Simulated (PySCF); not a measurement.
**Substituent effects on chemical shifts**

Parent skeleton `[CH2:1]=[CH:2][CH:3]=[N:4][SiH2:5][PH2:6]`; one hydrogen on atom 2 is replaced by X. Hydrogens on one atom are averaged.

In vacuum, non-relativistic Hamiltonian, one conformer, averaged over atoms made equivalent by symmetry, fast rotation or ring inversion. Structure optimised with GFN2-xTB; shieldings: GIAO PBE0/pcSseg-1; PySCF 2.14.0 with density-fitted response routines.

Scale: 13C (186.93 ppm), 29Si (349.16 ppm), 1H (31.72 ppm) vs TMS; NH3 for 15N (267.73 ppm); 31P (318.38 ppm) against H3PO4 (reference shieldings calculated alike).

Question: Order these by the shift of C1, most shielded first.
A. X = CH2SiH3
B. X = CN
C. X = ethynyl
D. X = vinyl

Answer: A (134.1 ppm), D (136.7 ppm), C (140.1 ppm), B (150.0 ppm).

Question: Order these by the shift of C2, most shielded first.
A. X = CH2SiH3
B. X = vinyl
C. X = ethynyl

Answer: C (133.3 ppm), B (152.3 ppm), A (157.6 ppm).

Experimental scales use liquid or dissolved standards, which lie at an offset from isolated NH3 (liquid NH3: subtract about 20 ppm) and H3PO4. Unscaled 15N shifts of sp2 nitrogen come out 20 to 40 ppm too high even then.
